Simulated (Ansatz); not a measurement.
Input and output for CH3GaO.

```yaml
crystal:
  periodic: [false, false, false]
  atoms:
    - {symbol: C, position_ang: [0.224869, 0.140925, -0.580157]}
    - {symbol: O, position_ang: [-0.306323, -0.231055, 0.832447]}
    - {symbol: Ga, position_ang: [-0.998462, -0.721347, 2.638498]}
    - {symbol: H, position_ang: [-0.690312, 0.506433, -1.313453]}
    - {symbol: H, position_ang: [0.773160, -0.820709, -1.112618]}
    - {symbol: H, position_ang: [1.044108, 1.053961, -0.516460]}
basis:
  gaussian: {orbitals: def2-TZVPD}
hamiltonian: {xc: {name: PBE}, dispersion: d3bjatm}
scf: {lower_state_search: light}
output: {forces: true}
```

```sh
$ ansatz run in.yaml --threads 2 --pin off --events-out ev --progress --plain --max-ram 4352MiB
```

It prints (some lines left out):

```
Functional definition: PBE
887 factors; their error is unknown
mean field evaluation 1: about -55489.0991 eV, gradient 7.4e1 eV
mean field evaluation 2: about -55281.4435 eV, gradient 2.2e2 eV
mean field evaluation 4: about -55496.4305 eV, gradient 4.6e1 eV
mean field evaluation 8: about -55500.1101 eV, gradient 2.8e-1 eV
mean field evaluation 16: about -55500.0758 eV, gradient 2.0e-4 eV
mean field -55500.07576061 eV, -2039.5901648999 hartree, gradient 3.0e-5 eV, S^2 0.000000; 0 other end points of the search recorded, 0 dependent functions left out
reference -55500.07580260 eV, -2039.5901664431 hartree; 24, 24 occupied and 134, 134 virtual orbitals, 887 factors
Total energy: -55500.15369938 eV, -2039.5930290967 hartree
Atom 0 at     0.224869     0.140925    -0.580157 Å, force    -0.033165    -0.023902     0.084080 eV/Å
Atom 1 at    -0.306323    -0.231055     0.832447 Å, force     0.472143     0.325998    -1.284114 eV/Å
Atom 2 at    -0.998462    -0.721347     2.638498 Å, force     0.792306     0.560571    -2.071596 eV/Å
Atom 3 at    -0.690312     0.506433    -1.313453 Å, force     2.009602    -0.877437     1.845299 eV/Å
Atom 4 at     0.773160    -0.820709    -1.112618 Å, force    -1.312726     2.135414     1.389364 eV/Å
Atom 5 at     1.044108     1.053961    -0.516460 Å, force    -1.928160    -2.120645     0.036967 eV/Å
Dipole moment:    -0.095800    -0.068876     0.243732 e Å
```

Run time 1.7 s (2 threads of an AMD EPYC 7R32 on a shared host); peak host memory 0.18 GiB.
